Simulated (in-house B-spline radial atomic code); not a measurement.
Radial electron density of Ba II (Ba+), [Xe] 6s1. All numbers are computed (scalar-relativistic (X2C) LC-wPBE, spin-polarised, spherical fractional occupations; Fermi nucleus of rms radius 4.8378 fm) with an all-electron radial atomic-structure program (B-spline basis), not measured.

One-electron X2C: radii and densities carry no picture-change correction, so inner-shell <1/r> comes out high (for 1s by about 2 % at Z = 33, 5 % at 54, 10 % at 75, 30 % at 118) and <r> low.

Columns: r (bohr), 4πr²n(r) (electrons per bohr), bar.

```
0.000705    2.103 #
0.000885    2.995 #
 0.00111    4.242 ##
 0.00139     5.96 ###
 0.00175    8.381 ####
 0.00219    11.58 #####
 0.00275    15.89 #######
 0.00345    21.46 ##########
 0.00433    28.48 #############
 0.00544    36.96 #################
 0.00682    46.47 #####################
 0.00856    56.41 ##########################
  0.0107    65.31 ##############################
  0.0135    71.94 #################################
  0.0169    74.26 ##################################
  0.0212    72.05 #################################
  0.0266    67.07 ###############################
  0.0334    63.66 #############################
  0.0419    66.91 ###############################
  0.0525    78.12 ####################################
  0.0659    91.35 ##########################################
  0.0827    95.39 ############################################
   0.104    85.17 #######################################
    0.13    71.69 #################################
   0.163     70.6 #################################
   0.205    80.21 #####################################
   0.257    77.47 ####################################
   0.323     53.4 #########################
   0.405    31.38 ##############
   0.508    29.28 ##############
   0.637    33.07 ###############
     0.8    26.12 ############
       1    14.83 #######
    1.26    8.742 ####
    1.58    6.925 ###
    1.98    4.853 ##
    2.49    2.379 #
    3.12   0.9361 
    3.91   0.4484 
    4.91   0.2543 
    6.16    0.104 
    7.73  0.02421 
     9.7 0.002745 
    12.2 0.000125 
    15.3 2.035e-06
```

On this grid the curve has 4 maxima, near 0.0169, 0.0827, 0.205, 0.637 bohr.

The 5p down radial function P(r) = rR(r), positive near the nucleus:

```csv
r (bohr),P
0.00111,0.0008708
0.00175,0.001825
0.00275,0.003859
0.00433,0.008225
0.00682,0.01739
0.0107,0.03556
0.0169,0.06956
0.0266,0.1226
0.0419,0.1805
0.0659,0.1837
0.104,0.0376
0.163,-0.2166
0.257,-0.2275
0.405,0.2221
0.637,0.3887
1,-0.2841
1.58,-0.8374
2.49,-0.5634
3.91,-0.1409
6.16,-0.0101
```
